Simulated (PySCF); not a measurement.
Cl2Zr, SMILES [Cl][Zr][Cl], multiplicity 1.

The structure is a stationary point at PBE0-D3(BJ)/def2-TZVP. The multiplicity is an assumed one; other spin states were not compared. The def2 effective core potentials stand for the cores of Zr; spin–orbit coupling is left out.

Computed with PySCF with PBE0/def2-TZVPD.

Symmetry labels are those of the subgroup C2v that the program uses (full group C2v).

Computed valence orbital energies around the gap with their symmetry:
```tsv
orbital	symmetry	energy (eV)
HOMO−7	B2	-22.67
HOMO−6	A1	-11.28
HOMO−5	B2	-10.71
HOMO−4	A2	-10.16
HOMO−3	A1	-10.12
HOMO−2	B1	-9.92
HOMO−1	B2	-9.78
HOMO	A1	-5.39
LUMO	A1	-3.27
LUMO+1	B1	-3.25
LUMO+2	A2	-2.34
LUMO+3	B2	-2.20
```
